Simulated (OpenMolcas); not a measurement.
Pd3+ (d7) in a complex was computed by CASSCF with the d shell active (OpenMolcas, ANO-RCC-VTZP on the metal). Its lowest spin-free states, and all those of the highest spin:

```tsv
2S+1	Degeneracy	E (cm-1)
4	1	0.0
2	2	3238
4	1	4026
4	1	4295
4	2	6932
2	2	14400
2	2	15065
2	1	16734
2	1	18610
2	1	18627
2	1	18870
2	2	19788
4	1	21010
4	2	22001
4	2	26240
```

Q: Is the site octahedral, tetrahedral or cube-like, axial, or of lower symmetry?

A: The states with 2S+1 = 4 have orbital degeneracies 1, 1, 1, 2, 1, 2, 2. There are pairs but no triples, so the site is axial: not cubic, but with a proper or improper axis of order three or more. The run had Pd3+ with 5 ligands (fluoride) in trigonal bipyramidal coordination (D3h) at 2 Å, the axial distance 2.020 Å. A charge of +0.4 e stands 2.4 Å behind each ligand. Ligand basis ANO-RCC-VDZP.

Without dynamic correlation the repulsion within the d shell is too large (B by tens of per cent), so at a given field states of lower spin stand too high. This shell can be high or low spin here, a state of another spin lies low, and with metal d orbitals alone active their balance is uncertain, so the ground spin may be wrong. The least metal-like active orbital is 79 % on the metal (Löwdin) and no ligand orbital is active, so the numbers are rough. With metal d orbitals alone the field can be off either way by tens of per cent. Ligand-to-metal charge-transfer states are missing. With no ligand orbital active B as a rule stays too high, so bands that hang on it stand too high and its fall with covalency is understated. No measured value stands beside these numbers; the geometry was imposed, not optimised, and the real ion may take another.
